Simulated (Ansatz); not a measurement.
Name a neutral molecule of B, C, O and H with LUMO energy (ωB97M-V/def2-TZVPP) between 1.25 and 1.55 eV and HOMO energy (B3LYP/def2-TZVPP) between -7.45 and -7.15 eV (Ansatz, PBE0-D4/def2-TZVP geometry).

`OBC#CO` (1.43 eV, -7.39 eV); `CBCOC` (1.26 eV, -7.21 eV). Other molecules can fit too; these were computed, each in one conformer that needn't be the lowest.

B3LYP here is the variant with VWN-RPA as its local correlation; programs differ in this.
